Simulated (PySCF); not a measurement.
PdH₃, doublet: structure and spectrum

Computed with UPBE0/[Pd def2-TZVP with ECP28, H def2-TZVP], scalar-relativistic core potentials, density fitting, no spin–orbit coupling, PySCF.

The structure is a saddle point with 1 imaginary mode.

```json
{
 "Point group": "C2v",
 "Bond lengths": "Pd–H 1.511 Å, Pd–H 1.603 Å (×2)",
 "Bond angles": "H–Pd–H 58.8° (×2), H–Pd–H 117.6°",
 "Spin squared ⟨S²⟩": "0.758",
 "Zero-point energy (real modes)": "38.9 kJ/mol",
 "Atomisation energy without zero-point energy": "633 kJ/mol",
 "Rotational constants": "4.69, 4.448, 2.283 cm⁻¹",
 "Dipole moment": "1.65 D",
 "Principal quadrupole moments (Buckingham, traceless) about the centre of mass": "-3.00, -0.98, 3.99 D Å",
 "Lowest empty level (β)": "-2.88 eV",
 "Principal polarisabilities": "30.2, 31.1, 52.3 bohr³",
 "Highest occupied level (α)": "-5.99 eV"
}
```

Harmonic modes (masses in u: Pd 105.903, H 1.008):
```
symmetry  ω (cm⁻¹)  IR (km/mol)  μ (u)     type
      b2      869i            –   1.01     bend
      b1       174         13.7   1.01     bend
      a1       473          0.0   1.02     bend
      b2      1684         30.7   1.02  stretch
      a1      1923          9.7   1.01  stretch
      a1      2243         12.7   1.02  stretch
```

In C2v the vibrations span 2b2 + b1 + 3a1. Here b1 is antisymmetric to the molecular plane and b2 lies in it.

Charges (e):
| atom | Mulliken | Löwdin | polar tensor | spin (Mulliken) | Mayer order to Pd1 |
| --- | --- | --- | --- | --- | --- |
| Pd1 | -0.08 | -0.14 | 0.14 | 0.44 | – |
| H2 | 0.13 | 0.10 | 0.15 | -0.04 | 0.77 |
| H3,4 | -0.02 | 0.02 | -0.14 | 0.30 | 0.78 |

Mulliken populations on Pd1 (electrons outside its core potential): s 2.61, p 6.35, d 9.11, f 0.00.

Only a few start shapes were tried, so a lower isomer may exist. Open d and f shells are described by one determinant, and the ground state may have another occupation or spin. At this level a doublet minimum of Cs symmetry lies 62 kJ/mol below this structure.

The final relaxation and frequency run took about 90 core-seconds on a shared host.
